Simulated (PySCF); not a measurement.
Input for PySCF: D3(BJ) and D4 dispersion corrections on CH4GeO (SMILES [CH3][Ge][OH]), a point of a torsion scan.

```python
from pyscf import gto
from pyscf.dispersion import dftd3, dftd4

mol = gto.M(
    atom='''
    C    -0.88514380   -0.04918599    0.02619709
    Ge    0.48333378    1.45835949   -0.09651435
    O     1.89058304    0.36639757    0.10343621
    H    -0.50096891   -0.95769955   -0.43344878
    H    -1.83854696    0.20226232   -0.43848277
    H    -1.07766787   -0.26688087    1.07756558
    H     2.70368955    0.65620122    0.50809249
    ''',
    basis='def2-svp',
    charge=0, spin=0, verbose=0, max_memory=1800)
d3, d4 = {}, {}
for xc in ['hf', 'pbe', 'blyp', 'revpbe', 'tpss', 'r2scan', 'b3lyp', 'pbe0', 'bhlyp', 'camb3lyp', 'b2plyp']:
    d3[xc] = float(dftd3.DFTD3Dispersion(mol, xc=xc, version='d3bj', atm=False).get_dispersion()['energy'])
    print(f'D3(BJ) {xc:10s} {d3[xc]:14.8f} Eh')
for xc in ['hf', 'pbe', 'blyp', 'revpbe', 'tpss', 'r2scan', 'b3lyp', 'pbe0', 'bhlyp', 'camb3lyp', 'b2plyp']:
    d4[xc] = float(dftd4.DFTD4Dispersion(mol, xc={'camb3lyp': 'cam-b3lyp'}.get(xc, xc), atm=True).get_dispersion()['energy'])
    print(f'D4     {xc:10s} {d4[xc]:14.8f} Eh')
```

Output:

```
D3(BJ) hf            -0.03614431 Eh
D3(BJ) pbe           -0.00406067 Eh
D3(BJ) blyp          -0.00906812 Eh
D3(BJ) revpbe        -0.01032656 Eh
D3(BJ) tpss          -0.00517519 Eh
D3(BJ) r2scan        -0.00106408 Eh
D3(BJ) b3lyp         -0.00745914 Eh
D3(BJ) pbe0          -0.00354490 Eh
D3(BJ) bhlyp         -0.00611027 Eh
D3(BJ) camb3lyp      -0.00329339 Eh
D3(BJ) b2plyp        -0.00357830 Eh
D4     hf            -0.01499729 Eh
D4     pbe           -0.00401872 Eh
D4     blyp          -0.00903131 Eh
D4     revpbe        -0.01262770 Eh
D4     tpss          -0.00543043 Eh
D4     r2scan        -0.00090495 Eh
D4     b3lyp         -0.00656873 Eh
D4     pbe0          -0.00334570 Eh
D4     bhlyp         -0.00509643 Eh
D4     camb3lyp      -0.00338465 Eh
D4     b2plyp        -0.00276714 Eh
```

The run finished.

Cost: about 0.03 core-seconds (a rough figure).
